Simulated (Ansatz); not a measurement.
Compare A (`C=C1N[SiH2]1`) with its isomer B (`C#C[SiH2]N`).

Program: Ansatz. Geometries: PBE0-D4/def2-TZVP. ΔE: electronic, gas phase. CCSD(T)/CBS is the MP2 limit (def2-TZVPP, def2-QZVPP) plus CCSD(T) − MP2 in def2-TZVPP, frozen cores. Functionals use def2-TZVPP. B3LYP here is the variant with VWN-RPA as its local correlation; programs differ in this. Each species was taken in one conformer, which may not be the lowest.

**Question.** Which isomer does CCSD(T)/CBS put lower? Give the gap. (Estimate.)

**Answer.** Ansatz gave: B, by 109.0 kJ/mol.

**Question.** Give E(B) − E(A) in kJ/mol with CCSD(T)/def2-TZVPP, r2SCAN-D4, B3LYP, HF/def2-TZVPP, CCSD/def2-TZVPP, ωB97M-V, CCSD(T)/def2-SVP. (Estimate.)

**Answer.** Computed: CCSD(T)/def2-TZVPP -108.6, r2SCAN-D4 -78.1, B3LYP -94.5, HF/def2-TZVPP -134.5, CCSD/def2-TZVPP -112.7, ωB97M-V -94.8, CCSD(T)/def2-SVP -91.5. None reverses the order clearly.

**Question.** Does the order hold for the free energy at 298.15 K (harmonic terms from PBE0-D4)? (Estimate.)

**Answer.** Ansatz gave: Yes: G(B) − G(A) = -115.3 kJ/mol, for one conformer each.

Largest T1 diagnostic: 0.014.

At CCSD(T), def2-SVP lies +17.4 kJ/mol from the extrapolated value and def2-TZVPP +0.4 kJ/mol. From r2SCAN to r2SCAN0 (25 % exact exchange), in def2-TZVPP and without D4, E(B) − E(A) moves by −3.3 kJ/mol.
